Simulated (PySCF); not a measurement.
GeH₅Si, SMILES [SiH2][GeH3] (connectivity only; charge and spin as stated), charge +1, multiplicity 1.

Coordinates come from a B3LYP-D3(BJ)/def2-TZVP optimisation. The multiplicity is an assumed one; other spin states were not compared. The isomer is the one that the SMILES or the coordinates give; other isomers of the formula were not compared.

Level of theory: HF/def2-TZVPD (PySCF).

Symmetry labels are those of the subgroup Cs that the program uses (full group Cs).

Question: List the valence orbital energies around the gap with their symmetry. (Estimate from the structure and the level; the computed values follow.)

Answer: 
```json
[
 {"orbital": "HOMO−7", "symmetry": "A'", "energy (eV)": "-49.82"},
 {"orbital": "HOMO−6", "symmetry": "A\"", "energy (eV)": "-49.82"},
 {"orbital": "HOMO−5", "symmetry": "A'", "energy (eV)": "-26.31"},
 {"orbital": "HOMO−4", "symmetry": "A'", "energy (eV)": "-24.08"},
 {"orbital": "HOMO−3", "symmetry": "A\"", "energy (eV)": "-19.86"},
 {"orbital": "HOMO−2", "symmetry": "A'", "energy (eV)": "-18.24"},
 {"orbital": "HOMO−1", "symmetry": "A\"", "energy (eV)": "-18.20"},
 {"orbital": "HOMO", "symmetry": "A'", "energy (eV)": "-17.07"},
 {"orbital": "LUMO", "symmetry": "A'", "energy (eV)": "-5.87"},
 {"orbital": "LUMO+1", "symmetry": "A'", "energy (eV)": "-2.41"},
 {"orbital": "LUMO+2", "symmetry": "A'", "energy (eV)": "-2.32"},
 {"orbital": "LUMO+3", "symmetry": "A\"", "energy (eV)": "-2.05"}
]
```
